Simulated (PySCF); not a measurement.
Input of a run (PBE0-D3(BJ)/def2-SVP geometry optimisation, gas phase (PySCF 2.14.0)), started from GFN2-xTB:
```
{"job": {"xc": "PBE0", "basis": "def2-SVP", "d3": "d3bj", "grid": 1, "maxiter": 40, "shake": 0.03, "kind": "geom"}, "charge": 0, "multiplicity": 1}
Ge    -1.473450    -0.686960    -0.742530
H     -3.041620    -0.413980    -0.796940
H     -1.105720    -1.720180    -1.666780
N     -0.614310     0.929870    -1.330980
Ge     1.063970     1.077170    -1.001790
H      1.772840     0.150610    -1.877410
H      1.490960     2.532150    -1.164370
N      1.523860     0.626050     0.730280
Ge     0.723400    -0.919590     1.432850
H      0.861870    -0.972230     2.902910
H      1.387270    -2.072680     0.694870
N     -1.029400    -1.046050     0.971900
H     -1.337640     1.795000    -1.204410
H      1.428720     1.381040     1.428280
H     -1.683510    -0.736340     1.668130
```

Output (energies in Eh, forces in Eh/bohr):
```
step   0  E = -6398.83445350  max force = 0.127975
step   1  E = -6398.86447851  max force = 0.017112
step   2  E = -6398.86582742  max force = 0.006534
step   3  E = -6398.86623109  max force = 0.001357
step   4  E = -6398.86629016  max force = 0.001269
step   5  E = -6398.86632846  max force = 0.000615
step   6  E = -6398.86636839  max force = 0.000690
step   7  E = -6398.86640799  max force = 0.000699
step   8  E = -6398.86642740  max force = 0.000463
step   9  E = -6398.86643674  max force = 0.000368
optimisation converged
```

Question: Summarise the run.

Answer: The energy falls by 20.1 kcal/mol over 10 energy and gradient evaluations, the largest force component goes from 0.1280 to 3.7e-04 Eh/bohr, and the atoms move by 0.072 Å rms after alignment. The bond that changes most is N4–Ge5 (ends: nitrogen bonded to 2 Ge and H; germanium bonded to 2 N and 2 H), which lengthens by 0.134 Å. Bonds longer at the end by more than 0.005 Å: 9 of 15; shorter: 5. Among the angles that change most is Ge5–N4–H13, from 122.4° to 112.8°. Among the dihedrals that turn most is H3–Ge1–N4–H13, from 140° to 155°. The energy never rose by more than 1e-6 Eh on the way. The first step brought 94 % of the lowering.

Question: What are the final bond lengths?

Answer: Ge1–H2 1.538 Å, Ge1–H3 1.536 Å, Ge1–N4 1.851 Å, Ge1–N12 1.851 Å, N4–Ge5 1.850 Å, N4–H13 1.018 Å, Ge5–H6 1.536 Å, Ge5–H7 1.538 Å, Ge5–N8 1.852 Å, N8–Ge9 1.851 Å, N8–H14 1.018 Å, Ge9–H10 1.538 Å, Ge9–H11 1.536 Å, Ge9–N12 1.851 Å, N12–H15 1.018 Å. Numbering counts from 1 in the input's order; the species is Ge3H9N3 (cyclo-(H2GeNH)3).

The run used 183 basis functions and 64 SCF cycles in all. On one thread, Arm Neoverse V1 (aarch64), no GPU, shared host with 32 logical CPUs at a one-minute load of 15, this took 4.5 min and 1.0 GiB of memory at its peak.

Whether it is a minimum is left open (no frequencies). One conformer, not necessarily the lowest.
